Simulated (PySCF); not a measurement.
PbF: frontier orbitals

UHF at R = 2.071 Å; basis Pb cc-pVDZ-PP with ECP60, F cc-pVDZ; scalar-relativistic core potentials; PySCF 2.14. State: ²Π (doublet), unpaired electrons π ↑. Only the outer orbitals are listed, counted within each symmetry, core potentials removing the inner ones.

```csv
spin,orbital,occ.,ε (eV),on Pb (%),main shells (%)
α,6σ,1,-17.69,68,"67 Pb s, 31 F p"
α,3π,1,-14.71,4,96 F p
α,3π,1,-14.26,4,96 F p
α,7σ,1,-12.82,43,"57 F p, 28 Pb s, 13 Pb p"
α,4π,1,-6.91,97,97 Pb p
α,4π,0,-0.18,98,97 Pb p
α,8σ,0,2.32,96,89 Pb p
α,9σ,0,9.17,100,93 Pb s
β,6σ,1,-16.68,52,"51 Pb s, 46 F p"
β,3π,1,-14.26,4,96 F p
β,3π,1,-14.16,3,97 F p
β,7σ,1,-12.18,58,"45 Pb s, 42 F p, 13 Pb p"
β,4π,0,0.22,98,98 Pb p
β,4π,0,1.24,98,98 Pb p
β,8σ,0,2.72,97,88 Pb p
```

Task: Which are the highest filled and the lowest empty level, where do they sit, and how wide is the gap?

Result: Highest filled α 4π at -6.91 eV (in %: 97 Pb p); lowest empty α 4π at -0.18 eV (in %: 97 Pb p); the gap at UHF is 6.73 eV. Both belong to one degenerate shell, split only by its one-sided filling, so this is no excitation gap.

```json
{"bond order (Mayer)": "0.64", "⟨S²⟩": "0.758", "charge on Pb (Mulliken, basis-dependent)": "0.63", "charge on Pb (Löwdin, basis-dependent)": "0.59", "dipole moment (positive dipole means Pb(−)F(+))": "-4.21 D", "polarisability along the bond": "31.9 bohr³", "polarisability across the bond": "26.8 bohr³"}
```

Spin–orbit coupling is left out, which matters for elements this heavy, above all for dissociation energies. The state was picked by a PBE0 search and need not be the measured ground state.
